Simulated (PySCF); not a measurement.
Positional isomers: butadiene chloro+silyl. Isolated molecules, 0 K electronic values unless said otherwise. One relaxed conformer stands for each flexible species; it need not be the lowest. Strings in code marks are SMILES. Quantity: electronic energy of isomers of C4H7ClSi relative to `C=C/C(Cl)=C/[SiH3]` (C–C–C–Cl torsion 0°). Level 1: PBE-D3(BJ)/def2-TZVP // CAM-B3LYP-D3(BJ)/def2-TZVP (PySCF). Level 2: TPSSh-D3(BJ)/def2-TZVP // CAM-B3LYP-D3(BJ)/def2-TZVP (PySCF).

```json
[
 {"case": "`C=C/C=C(/[SiH3])Cl` (C–C–C–C torsion 180°)", "level 1 (kcal/mol)": "-0.1", "level 2 (kcal/mol)": "-0.3"},
 {"case": "`[SiH3]/C=C/C=C\\Cl` (C–C–C–C torsion 180°)", "level 1 (kcal/mol)": "0.2", "level 2 (kcal/mol)": "0.3"},
 {"case": "`C=C(Cl)/C=C/[SiH3]` (Cl–C–C–C torsion 0°)", "level 1 (kcal/mol)": "0.5", "level 2 (kcal/mol)": "0.6"},
 {"case": "`C=C/C([SiH3])=C\\Cl` (C–C–C–Si torsion 0°)", "level 1 (kcal/mol)": "0.7", "level 2 (kcal/mol)": "0.6"},
 {"case": "`C=C/C=C(\\[SiH3])Cl` (C–C–C–C torsion 180°)", "level 1 (kcal/mol)": "1.0", "level 2 (kcal/mol)": "0.9"},
 {"case": "`C=C/C(Cl)=C\\[SiH3]` (C–C–C–Cl torsion 0°)", "level 1 (kcal/mol)": "1.0", "level 2 (kcal/mol)": "0.9"},
 {"case": "`C=C(Cl)/C=C\\[SiH3]` (Cl–C–C–C torsion 0°)", "level 1 (kcal/mol)": "3.0", "level 2 (kcal/mol)": "2.9"},
 {"case": "`C=C([SiH3])C(=C)Cl` (Si–C–C–Cl torsion 45°)", "level 1 (kcal/mol)": "4.8", "level 2 (kcal/mol)": "withheld"}
]
```

### Question
Fit level 2 = a + b·x to the 7 complete rows by least squares, with x = level 1 in kcal/mol. Give a, b and the rms residual, and predict the withheld value.

### Answer
Means of the 7 rows: x̄ = 0.9, ȳ = 0.84286 kcal/mol. Σ(x − x̄)² = 6.12 and Σ(x − x̄)(y − ȳ) = 6, so b = 0.980 and a = ȳ − b·x̄ = -0.04 kcal/mol. The rms residual is 0.10 kcal/mol. At x = 4.8 the line gives 4.7 kcal/mol, outside the range of the fitted rows. The run for `C=C([SiH3])C(=C)Cl` (Si–C–C–Cl torsion 45°) gave 4.6 kcal/mol, so the line is off by 0.1 kcal/mol, within twice the rms residual.

Codes: PySCF.
